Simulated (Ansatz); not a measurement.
Abridged output of a molecular run in Ansatz:

```
Functional definition: HF
1279 factors; integrals over basis functions are off by at most 9.3e-4 eV
mean field evaluation 1: about -6311.4819 eV, gradient 4.4e1 eV
mean field evaluation 2: about -6311.6949 eV, gradient 4.4e1 eV
mean field evaluation 4: about -6316.1073 eV, gradient 5.9e0 eV
mean field evaluation 8: about -6316.2352 eV, gradient 6.1e-1 eV
mean field evaluation 16: about -6316.2382 eV, gradient 4.8e-6 eV
mean field -6316.23822934 eV, -232.1174736282 hartree, gradient 4.8e-6 eV, S^2 0.000000; 0 other end points of the search recorded, 0 dependent functions left out
5 core orbitals not correlated: weight in the atoms' cores, before any rotation towards them, 1.000 or more for the frozen orbitals, at most 0.000 for the correlated occupied ones
reference -6316.23822934 eV, -232.1174736282 hartree; 13, 13 occupied and 193, 193 virtual orbitals, 1279 factors
second order -23.07336665 eV of doubles, -0.00000000 eV of singles
cycle   1  -22.95130720 eV  change    1.2e-1 eV  update   1.2e-1
cycle   2  -23.52948065 eV  change   -5.8e-1 eV  update   3.9e-2
cycle   3  -23.69260209 eV  change   -1.6e-1 eV  update   2.1e-2
cycle   4  -23.67945526 eV  change    1.3e-2 eV  update   6.1e-3
cycle   5  -23.67587586 eV  change    3.6e-3 eV  update   2.9e-3
cycle   6  -23.67717381 eV  change   -1.3e-3 eV  update   1.0e-3
cycle   7  -23.67674752 eV  change    4.3e-4 eV  update   4.7e-4
cycle   8  -23.67650949 eV  change    2.4e-4 eV  update   2.0e-4
cycle   9  -23.67657346 eV  change   -6.4e-5 eV  update   1.3e-4
cycle  10  -23.67661412 eV  change   -4.1e-5 eV  update   8.4e-5
cycle  11  -23.67653421 eV  change    8.0e-5 eV  update   5.5e-5
cycle  12  -23.67658947 eV  change   -5.5e-5 eV  update   3.4e-5
cycle  13  -23.67657611 eV  change    1.3e-5 eV  update   1.3e-5
perturbative correction -1.07830884 eV, -0.0396271191 hartree
Total energy: -6340.99311429 eV, -233.0271988708 hartree
```

Its atoms:

```xyz
9

N     0.559   -1.613    0.078
B     0.238   -0.280    0.037
C    -0.889    0.779   -0.207
C     0.501    1.227    0.197
O     1.076    2.227    0.516
H    -0.116   -2.344   -0.080
H     1.490   -1.945    0.269
H    -1.737    0.980    0.449
H    -1.121    0.969   -1.259
```

(1) Which basis set was used?
A. def2-SVP
B. cc-pV(Q+d)Z
C. def2-TZVPP
D. def2-TZVPPD

(2) Write the keys of the input that set method, charge and spin (a neutral closed shell needs none for the last two).

## Answers

(1) C. It gives 211 functions.

(2) 
```yaml
correlation: {method: ccsd_t}
```
